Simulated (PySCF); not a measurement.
# Working out the ionisation energy of V⁺

V⁺ [Ar] 3d4 (5D) → V²⁺ [Ar] 3d3 (4F). Calculation: PySCF 2.14, in aug-cc-pVDZ-DK (7s6p4d2f, 59 functions); the spin-free X2C one-electron Hamiltonian (Gaussian nucleus). Frozen: [Ar]. Energies in hartree (1 hartree = 27.21139 eV):

```tsv
part	V⁺ (lower)	V²⁺ (upper)
UHF	-947.913812	-947.428570
CCSD correlation	-0.044883	-0.015928
(T)	-0.000524	-0.000078
```

Question: What does Hartree-Fock give?

Answer: (-947.428570) − (-947.913812) = 0.485242 hartree = 13.204 eV.

Question: What do CCSD and CCSD(T) give?

Answer: The CCSD correlation energies differ by 0.028955 hartree = 0.788 eV and the triples by 0.000446 hartree = 0.012 eV, so CCSD gives 13.992 eV and CCSD(T) 14.004 eV.

Reference: 14.634 ± 0.007 eV (measured; NIST Atomic Spectra Database, ionization energies), between the lowest levels; spin-orbit coupling is absent from the calculation.

A double-zeta basis recovers only part of the correlation energy.

What remains against the reference includes basis incompleteness, the frozen core and higher excitations.
